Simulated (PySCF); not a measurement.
Calculated NMR parameters of CO[Si@H]1C[SiH2][SiH2][SiH2][SiH2]1

| Quantity | Value |
| --- | --- |
| Formula | C2H14OSi5 |
| SMILES | CO[Si@H]1C[SiH2][SiH2][SiH2][SiH2]1 |
| InChI | InChI=1S/C2H14OSi5/c1-3-8-2-4-5-6-7-8/h8H,2,4-7H2,1H3/t8-/m1/s1 |
| Point group of the computed structure | C1 |
| Degrees of unsaturation | 1 |
| Carbon signals | 2 |
| Proton signals | 12 |

Numbering as in the mapped SMILES `[CH3:1][O:2][Si@H:3]1[CH2:4][SiH2:5][SiH2:6][SiH2:7][SiH2:8]1` (H(Xn): hydrogen on atom n). Ha(C4), Ha(Si5), Ha(Si6), Ha(Si7), Ha(Si8) are cis to O2 on the ring; Hb(C4), Hb(Si5), Hb(Si6), Hb(Si7), Hb(Si8) are trans to O2 on the ring.

Equivalent nuclei averaged, no solvent, a single conformation, relativity neglected. GFN2-xTB structure; shielding tensors at PBE0/pcSseg-1 (GIAO); PySCF.

δ = σ(ref) − σ, references computed at the same level: 1H, 13C, 29Si vs TMS; H2O for 17O.

```tsv
carbon	δC, type	δH (multiplicity)	HMBC from (2–3 bonds)	span of the C tensor (ppm)
C1	53.9, CH3	3.73 (s)	H(Si3)	79
C4	-3.7, CH2	Ha(C4) 0.78 (m); Hb(C4) -0.56 (m)	H(Si3), Hb(Si5), Ha(Si5), Ha(Si8), Hb(Si6), Ha(Si6), Hb(Si8)	23
```

Other nuclei:
```
  atoms  nucleus                                                     environment  δ (ppm)  σ (ppm)
 H(Si3)       1H  hydrogen on a silicon bonded to C, O, Si, in a 6-membered ring     5.73    25.99
Hb(Si5)       1H     hydrogen on a silicon bonded to C, Si, in a 6-membered ring     4.34    27.38
Ha(Si5)       1H     hydrogen on a silicon bonded to C, Si, in a 6-membered ring     4.31    27.40
Ha(Si7)       1H      hydrogen on a silicon bonded to 2 Si, in a 6-membered ring     3.77    27.94
Hb(Si7)       1H      hydrogen on a silicon bonded to 2 Si, in a 6-membered ring     3.76    27.96
Ha(Si8)       1H      hydrogen on a silicon bonded to 2 Si, in a 6-membered ring     3.62    28.10
Hb(Si6)       1H      hydrogen on a silicon bonded to 2 Si, in a 6-membered ring     3.45    28.27
Ha(Si6)       1H      hydrogen on a silicon bonded to 2 Si, in a 6-membered ring     3.43    28.28
Hb(Si8)       1H      hydrogen on a silicon bonded to 2 Si, in a 6-membered ring     3.11    28.60
    Si3     29Si             silicon bonded to C, O, Si, H, in a 6-membered ring      2.0    347.2
    Si5     29Si              silicon bonded to C, Si, 2 H, in a 6-membered ring    -74.6    423.7
    Si7     29Si               silicon bonded to 2 Si, 2 H, in a 6-membered ring   -125.0    474.2
    Si6     29Si               silicon bonded to 2 Si, 2 H, in a 6-membered ring   -132.8    482.0
    Si8     29Si               silicon bonded to 2 Si, 2 H, in a 6-membered ring   -137.9    487.0
     O2      17O                                          oxygen bonded to C, Si      9.3    326.8
```

Carbon types of the structure: 1 × CH2, 1 × CH3, leaving 9 H on heteroatoms. δC 53.9: methyl carbon bonded to O; the inductive effect lowers its shielding. δC -3.7: sp3 CH2 bonded to 2 Si; an electropositive neighbour leaves it electron-rich and shielded. δH 3.77, 3.76, 3.62, 3.45, 3.43, 3.11: hydrogen on a silicon bonded to 2 Si, in a 6-membered ring. δH 3.73: hydrogen on a methyl carbon bonded to O; its carbon carries O, an electronegative neighbour. δH 0.78, -0.56: hydrogen on an sp3 CH2 bonded to 2 Si; an electropositive neighbour shields it, as in TMS itself.

Shifts are as computed. Against solution values, carbons near 30 ppm lie about +3 ppm off and those near 130 ppm about +5 ppm. Of 1211 compounds with measured shifts, 218 miss one by over three times the rms of a fit or turn the order of signals round; such compounds aren't used in these exercises. Experimental scales use liquid or dissolved standards, which lie at an offset from isolated H2O (liquid H2O: subtract about 36 ppm). No couplings were computed; multiplicities are counted from neighbouring protons, with m where these are inequivalent, close in shift, in a saturated or five-membered ring or joined by F or P, and br s for small geminal =CH2 splittings.
